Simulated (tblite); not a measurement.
A geometry optimisation, step by step.

C8H7N.
Numbering: `[CH2:1]=[CH:2][CH:3]=[C:4]=[CH:5]/[CH:6]=[CH:7]/[C:8]#[N:9]` (hydrogens: H10, H11 on C1; H12 on C2; H13 on C3; H14 on C5; H15 on C6; H16 on C7)

Computed with GFN2-xTB (tblite), gas phase: L-BFGS steps from a force-field or distance-geometry start until the largest atomic force falls under 0.01 eV/Å. 9 of its 124 geometries are shown.

Step 0: E = -637.6360 eV, largest atomic force 2.381 eV/Å
```
atom  x, y, z in Å  |  force x, y, z in eV/Å
C1     -3.499   -0.037    0.919   -0.947  -0.081   0.457
C2     -2.428    0.290    0.223   -0.185  -1.268   0.601
C3     -1.401   -0.749    0.085    0.576   2.025  -1.112
C4     -0.358   -0.391   -0.609   -0.361  -0.635   0.153
C5      0.695   -0.032   -1.263   -0.975   0.322   0.171
C6      1.744    0.591   -0.489    1.090   0.582   0.029
C7      2.820   -0.137   -0.234    1.608  -0.172   0.768
C8      3.948    0.338    0.535   -0.296  -0.191  -0.213
N9      4.856    0.708    1.142   -0.743  -0.287  -0.492
H10    -4.297    0.690    1.069    0.145  -0.524   0.135
H11    -3.578   -1.052    1.330   -0.278   0.733  -0.103
H12    -2.341    1.279   -0.179    0.482   0.003  -0.282
H13    -1.446   -1.726    0.473   -0.508  -0.661   0.585
H14     0.702   -0.209   -2.312    0.535   0.104  -0.639
H15     1.705    1.610   -0.105   -0.386  -0.202  -0.216
H16     2.871   -1.164   -0.597    0.242   0.253   0.157
```

Step 15: E = -638.0217 eV, largest atomic force 0.130 eV/Å
```
atom  x, y, z in Å  |  force x, y, z in eV/Å
C1     -3.588   -0.047    0.965   -0.001   0.001   0.001
C2     -2.493    0.239    0.272   -0.045   0.021  -0.028
C3     -1.417   -0.706    0.050   -0.022   0.007  -0.007
C4     -0.377   -0.418   -0.683   -0.017   0.088   0.094
C5      0.698   -0.014   -1.284    0.013   0.025  -0.022
C6      1.820    0.562   -0.521    0.044   0.002   0.022
C7      2.911   -0.148   -0.240    0.029  -0.013  -0.059
C8      3.983    0.347    0.521    0.049  -0.033   0.051
N9      4.862    0.711    1.163    0.009   0.051  -0.021
H10    -4.370    0.677    1.114    0.007  -0.019   0.014
H11    -3.736   -1.020    1.404   -0.024   0.002   0.016
H12    -2.353    1.218   -0.169   -0.031   0.010   0.005
H13    -1.520   -1.684    0.502   -0.017  -0.046  -0.048
H14     0.847   -0.119   -2.349   -0.023  -0.078  -0.070
H15     1.718    1.581   -0.171   -0.028   0.024   0.040
H16     3.009   -1.170   -0.583    0.058  -0.041   0.012
```

Step 31: E = -638.0560 eV, largest atomic force 0.150 eV/Å
```
atom  x, y, z in Å  |  force x, y, z in eV/Å
C1     -3.652   -0.049    0.983    0.003  -0.040  -0.022
C2     -2.595    0.279    0.248    0.036  -0.065  -0.029
C3     -1.495   -0.636   -0.003   -0.011  -0.015  -0.020
C4     -0.405   -0.320   -0.648    0.077   0.036   0.015
C5      0.732   -0.050   -1.220   -0.060  -0.090  -0.004
C6      1.883    0.492   -0.479   -0.050   0.029  -0.084
C7      3.022   -0.174   -0.288    0.026  -0.037   0.058
C8      4.067    0.371    0.482   -0.039   0.014  -0.056
N9      4.895    0.827    1.131    0.054  -0.014  -0.008
H10    -4.455    0.641    1.186    0.079  -0.028  -0.041
H11    -3.748   -1.036    1.413   -0.010   0.080  -0.020
H12    -2.487    1.265   -0.184   -0.065   0.003   0.041
H13    -1.601   -1.650    0.374   -0.001   0.118   0.044
H14     0.876   -0.263   -2.277    0.035   0.052   0.096
H15     1.786    1.490   -0.070   -0.125  -0.001   0.083
H16     3.171   -1.178   -0.661    0.050  -0.043  -0.051
```

Step 46: E = -638.1491 eV, largest atomic force 0.255 eV/Å
```
atom  x, y, z in Å  |  force x, y, z in eV/Å
C1     -3.724   -0.045    0.925   -0.061  -0.032   0.029
C2     -2.717    0.383    0.173    0.017  -0.070  -0.048
C3     -1.561   -0.462   -0.026   -0.046  -0.120   0.001
C4     -0.440   -0.243   -0.650   -0.206   0.033   0.146
C5      0.787   -0.199   -1.091    0.234   0.014  -0.038
C6      1.871    0.315   -0.270    0.077  -0.010  -0.041
C7      3.136   -0.125   -0.363   -0.059   0.083   0.012
C8      4.202    0.438    0.358   -0.029   0.033   0.021
N9      5.092    0.920    0.900   -0.073  -0.068   0.006
H10    -4.570    0.568    1.163   -0.155   0.090  -0.063
H11    -3.724   -1.040    1.341    0.004   0.033   0.082
H12    -2.739    1.362   -0.278    0.133   0.071  -0.007
H13    -1.664   -1.435    0.449    0.074  -0.055   0.007
H14     1.028   -0.558   -2.087    0.035   0.029   0.119
H15     1.618    1.075    0.461    0.003  -0.052  -0.054
H16     3.399   -0.945   -1.014    0.051   0.020  -0.171
```

Step 62: E = -638.2810 eV, largest atomic force 0.196 eV/Å
```
atom  x, y, z in Å  |  force x, y, z in eV/Å
C1     -3.793    0.031    0.859   -0.032  -0.010  -0.066
C2     -2.690    0.327    0.182   -0.010   0.027  -0.055
C3     -1.542   -0.554    0.128   -0.037  -0.074   0.029
C4     -0.412   -0.352   -0.486   -0.004  -0.033  -0.014
C5      0.795   -0.260   -0.986   -0.091   0.002   0.021
C6      1.891    0.258   -0.210    0.141  -0.115  -0.026
C7      3.177    0.071   -0.561   -0.127  -0.018  -0.014
C8      4.229    0.469    0.276    0.092   0.048   0.004
N9      5.081    0.780    0.983   -0.081  -0.027  -0.109
H10    -4.648    0.683    0.849   -0.005   0.047   0.084
H11    -3.888   -0.879    1.427   -0.007  -0.038  -0.012
H12    -2.619    1.255   -0.363    0.046   0.075  -0.086
H13    -1.676   -1.503    0.639    0.047  -0.033   0.060
H14     1.018   -0.628   -1.982   -0.063   0.053   0.014
H15     1.639    0.752    0.718    0.046  -0.008   0.028
H16     3.429   -0.442   -1.485    0.085   0.104   0.143
```

Step 77: E = -638.3127 eV, largest atomic force 0.258 eV/Å
```
atom  x, y, z in Å  |  force x, y, z in eV/Å
C1     -3.817    0.079    0.801    0.010  -0.001  -0.039
C2     -2.686    0.327    0.150   -0.037  -0.009   0.005
C3     -1.573   -0.603    0.176    0.021   0.047   0.007
C4     -0.414   -0.425   -0.389   -0.010  -0.086   0.009
C5      0.786   -0.323   -0.905    0.009  -0.007   0.017
C6      1.913    0.153   -0.144   -0.008   0.039   0.059
C7      3.179    0.147   -0.593   -0.010   0.010  -0.074
C8      4.261    0.523    0.215    0.134   0.109   0.192
N9      5.143    0.817    0.892   -0.169  -0.058  -0.177
H10    -4.653    0.758    0.784    0.050  -0.036   0.003
H11    -3.935   -0.831    1.370   -0.062   0.087   0.003
H12    -2.554    1.226   -0.437   -0.003   0.013   0.052
H13    -1.753   -1.520    0.727    0.036  -0.046  -0.055
H14     0.967   -0.649   -1.922    0.022   0.009  -0.006
H15     1.700    0.489    0.864    0.041  -0.030  -0.016
H16     3.429   -0.161   -1.601   -0.024  -0.041   0.024
```

Step 92: E = -638.3319 eV, largest atomic force 0.074 eV/Å
```
atom  x, y, z in Å  |  force x, y, z in eV/Å
C1     -3.821    0.141    0.752   -0.003  -0.005  -0.014
C2     -2.642    0.303    0.165    0.038  -0.005   0.001
C3     -1.595   -0.702    0.196    0.032  -0.017  -0.017
C4     -0.409   -0.539   -0.316   -0.001  -0.038   0.033
C5      0.790   -0.387   -0.818   -0.018  -0.008   0.001
C6      1.924    0.072   -0.059   -0.004   0.012   0.008
C7      3.147    0.204   -0.600   -0.030   0.005   0.067
C8      4.262    0.622    0.142   -0.059  -0.042  -0.005
N9      5.179    0.950    0.749    0.048   0.037   0.017
H10    -4.585    0.895    0.700   -0.020   0.017   0.027
H11    -4.060   -0.753    1.304   -0.014  -0.003  -0.014
H12    -2.408    1.208   -0.379   -0.018   0.031   0.015
H13    -1.844   -1.647    0.666   -0.010   0.013  -0.002
H14     0.967   -0.630   -1.860    0.000  -0.023  -0.031
H15     1.759    0.295    0.987    0.017   0.021  -0.027
H16     3.326   -0.023   -1.641    0.042   0.006  -0.059
```

Step 108: E = -638.3366 eV, largest atomic force 0.030 eV/Å
```
atom  x, y, z in Å  |  force x, y, z in eV/Å
C1     -3.812    0.148    0.746    0.000   0.009   0.007
C2     -2.619    0.305    0.187   -0.004  -0.002  -0.011
C3     -1.601   -0.729    0.186    0.026   0.015   0.003
C4     -0.410   -0.575   -0.317   -0.008   0.000   0.008
C5      0.785   -0.406   -0.825    0.010  -0.008  -0.001
C6      1.913    0.077   -0.069    0.015  -0.007   0.002
C7      3.144    0.195   -0.594   -0.017   0.002   0.005
C8      4.247    0.645    0.146   -0.013  -0.009  -0.007
N9      5.165    1.002    0.737   -0.009   0.013   0.010
H10    -4.549    0.931    0.737   -0.010   0.003  -0.001
H11    -4.092   -0.769    1.240    0.000  -0.006  -0.008
H12    -2.353    1.233   -0.301   -0.002   0.003   0.012
H13    -1.873   -1.675    0.640    0.007   0.001   0.006
H14     0.963   -0.653   -1.865    0.005  -0.003  -0.018
H15     1.735    0.343    0.965    0.007  -0.009  -0.005
H16     3.349   -0.064   -1.625   -0.004  -0.001  -0.002
```

Step 123: E = -638.3384 eV, largest atomic force 0.005 eV/Å
```
atom  x, y, z in Å  |  force x, y, z in eV/Å
C1     -3.811    0.157    0.733    0.002   0.001  -0.002
C2     -2.603    0.319    0.207    0.002   0.001   0.000
C3     -1.594   -0.726    0.203   -0.003   0.002   0.002
C4     -0.406   -0.591   -0.313   -0.003   0.001  -0.001
C5      0.787   -0.438   -0.828    0.004   0.000   0.000
C6      1.917    0.044   -0.075   -0.005   0.002   0.001
C7      3.141    0.197   -0.606    0.003  -0.002  -0.001
C8      4.230    0.668    0.141   -0.002  -0.002   0.000
N9      5.129    1.052    0.744   -0.001   0.001   0.000
H10    -4.542    0.947    0.725    0.000   0.001   0.000
H11    -4.112   -0.771    1.190    0.001  -0.003   0.002
H12    -2.317    1.257   -0.248    0.001  -0.002   0.000
H13    -1.875   -1.668    0.661   -0.001  -0.002   0.000
H14     0.959   -0.686   -1.869    0.001   0.000  -0.001
H15     1.744    0.289    0.965    0.000   0.000   0.001
H16     3.345   -0.040   -1.643    0.001   0.001  -0.001
```

Problem. Summarise the path.

Solution. The energy falls by 0.7024 eV from step 0 to step 123; nine tenths of that is first reached at step 60. It falls at every step. The largest force goes from 2.381 to 0.005 eV/Å. Among the bonds C7–C8 changes most, from 1.444 to 1.402 Å; the atoms move by 0.753 Å rms after alignment.

Problem. Follow the three bonds and two angles with the largest change from start to end.

Solution. 
```json
{"step": "0", "E above end (eV)": "0.7024", "largest force (eV/Å)": "2.381", "C7–C8 (Å)": "1.444", "C3–H13 (Å)": "1.051", "C5–H14 (Å)": "1.063", "C2–C3–H13 (°)": "126.4", "C2–C3–C4 (°)": "114.5"}
{"step": "5", "E above end (eV)": "0.3925", "largest force (eV/Å)": "0.894", "C7–C8 (Å)": "1.405", "C3–H13 (Å)": "1.076", "C5–H14 (Å)": "1.088", "C2–C3–H13 (°)": "119.4", "C2–C3–C4 (°)": "120.6"}
{"step": "11", "E above end (eV)": "0.3300", "largest force (eV/Å)": "0.163", "C7–C8 (Å)": "1.406", "C3–H13 (Å)": "1.084", "C5–H14 (Å)": "1.087", "C2–C3–H13 (°)": "116.9", "C2–C3–C4 (°)": "121.0"}
{"step": "16", "E above end (eV)": "0.3148", "largest force (eV/Å)": "0.144", "C7–C8 (Å)": "1.406", "C3–H13 (Å)": "1.081", "C5–H14 (Å)": "1.081", "C2–C3–H13 (°)": "117.1", "C2–C3–C4 (°)": "122.3"}
{"step": "21", "E above end (eV)": "0.3038", "largest force (eV/Å)": "0.147", "C7–C8 (Å)": "1.408", "C3–H13 (Å)": "1.087", "C5–H14 (Å)": "1.087", "C2–C3–H13 (°)": "117.7", "C2–C3–C4 (°)": "122.4"}
{"step": "27", "E above end (eV)": "0.2947", "largest force (eV/Å)": "0.118", "C7–C8 (Å)": "1.409", "C3–H13 (Å)": "1.082", "C5–H14 (Å)": "1.085", "C2–C3–H13 (°)": "117.6", "C2–C3–C4 (°)": "123.7"}
{"step": "32", "E above end (eV)": "0.2798", "largest force (eV/Å)": "0.160", "C7–C8 (Å)": "1.406", "C3–H13 (Å)": "1.086", "C5–H14 (Å)": "1.085", "C2–C3–H13 (°)": "116.6", "C2–C3–C4 (°)": "124.6"}
{"step": "37", "E above end (eV)": "0.2654", "largest force (eV/Å)": "0.146", "C7–C8 (Å)": "1.407", "C3–H13 (Å)": "1.086", "C5–H14 (Å)": "1.085", "C2–C3–H13 (°)": "115.1", "C2–C3–C4 (°)": "126.2"}
{"step": "43", "E above end (eV)": "0.2151", "largest force (eV/Å)": "0.312", "C7–C8 (Å)": "1.400", "C3–H13 (Å)": "1.081", "C5–H14 (Å)": "1.079", "C2–C3–H13 (°)": "111.5", "C2–C3–C4 (°)": "131.5"}
{"step": "48", "E above end (eV)": "0.1736", "largest force (eV/Å)": "0.216", "C7–C8 (Å)": "1.404", "C3–H13 (Å)": "1.091", "C5–H14 (Å)": "1.086", "C2–C3–H13 (°)": "114.1", "C2–C3–C4 (°)": "129.8"}
{"step": "53", "E above end (eV)": "0.1416", "largest force (eV/Å)": "0.266", "C7–C8 (Å)": "1.401", "C3–H13 (Å)": "1.083", "C5–H14 (Å)": "1.081", "C2–C3–H13 (°)": "116.4", "C2–C3–C4 (°)": "129.5"}
{"step": "59", "E above end (eV)": "0.0730", "largest force (eV/Å)": "0.367", "C7–C8 (Å)": "1.400", "C3–H13 (Å)": "1.086", "C5–H14 (Å)": "1.079", "C2–C3–H13 (°)": "115.3", "C2–C3–C4 (°)": "127.1"}
{"step": "64", "E above end (eV)": "0.0492", "largest force (eV/Å)": "0.186", "C7–C8 (Å)": "1.405", "C3–H13 (Å)": "1.086", "C5–H14 (Å)": "1.088", "C2–C3–H13 (°)": "115.5", "C2–C3–C4 (°)": "127.2"}
{"step": "70", "E above end (eV)": "0.0341", "largest force (eV/Å)": "0.160", "C7–C8 (Å)": "1.402", "C3–H13 (Å)": "1.086", "C5–H14 (Å)": "1.085", "C2–C3–H13 (°)": "115.6", "C2–C3–C4 (°)": "126.5"}
{"step": "75", "E above end (eV)": "0.0297", "largest force (eV/Å)": "0.145", "C7–C8 (Å)": "1.402", "C3–H13 (Å)": "1.085", "C5–H14 (Å)": "1.083", "C2–C3–H13 (°)": "115.5", "C2–C3–C4 (°)": "125.9"}
{"step": "80", "E above end (eV)": "0.0188", "largest force (eV/Å)": "0.164", "C7–C8 (Å)": "1.404", "C3–H13 (Å)": "1.086", "C5–H14 (Å)": "1.086", "C2–C3–H13 (°)": "115.4", "C2–C3–C4 (°)": "126.2"}
{"step": "86", "E above end (eV)": "0.0110", "largest force (eV/Å)": "0.108", "C7–C8 (Å)": "1.402", "C3–H13 (Å)": "1.084", "C5–H14 (Å)": "1.085", "C2–C3–H13 (°)": "115.5", "C2–C3–C4 (°)": "125.3"}
{"step": "91", "E above end (eV)": "0.0073", "largest force (eV/Å)": "0.116", "C7–C8 (Å)": "1.402", "C3–H13 (Å)": "1.085", "C5–H14 (Å)": "1.084", "C2–C3–H13 (°)": "116.4", "C2–C3–C4 (°)": "124.6"}
{"step": "96", "E above end (eV)": "0.0047", "largest force (eV/Å)": "0.058", "C7–C8 (Å)": "1.402", "C3–H13 (Å)": "1.084", "C5–H14 (Å)": "1.085", "C2–C3–H13 (°)": "116.3", "C2–C3–C4 (°)": "124.4"}
{"step": "102", "E above end (eV)": "0.0029", "largest force (eV/Å)": "0.057", "C7–C8 (Å)": "1.401", "C3–H13 (Å)": "1.085", "C5–H14 (Å)": "1.085", "C2–C3–H13 (°)": "116.5", "C2–C3–C4 (°)": "124.2"}
{"step": "107", "E above end (eV)": "0.0018", "largest force (eV/Å)": "0.022", "C7–C8 (Å)": "1.402", "C3–H13 (Å)": "1.084", "C5–H14 (Å)": "1.085", "C2–C3–H13 (°)": "116.4", "C2–C3–C4 (°)": "123.9"}
{"step": "112", "E above end (eV)": "0.0013", "largest force (eV/Å)": "0.040", "C7–C8 (Å)": "1.402", "C3–H13 (Å)": "1.085", "C5–H14 (Å)": "1.085", "C2–C3–H13 (°)": "116.4", "C2–C3–C4 (°)": "124.1"}
{"step": "118", "E above end (eV)": "0.0002", "largest force (eV/Å)": "0.028", "C7–C8 (Å)": "1.402", "C3–H13 (Å)": "1.084", "C5–H14 (Å)": "1.085", "C2–C3–H13 (°)": "116.6", "C2–C3–C4 (°)": "124.0"}
{"step": "123", "E above end (eV)": "0.0000", "largest force (eV/Å)": "0.005", "C7–C8 (Å)": "1.402", "C3–H13 (Å)": "1.084", "C5–H14 (Å)": "1.085", "C2–C3–H13 (°)": "116.4", "C2–C3–C4 (°)": "124.1"}
```

What follows is the cost of the whole relaxation. Time: 0.78 s. Hardware: Arm Neoverse V1, one thread, no GPU, shared host with 32 logical CPUs at a one-minute load of 16.
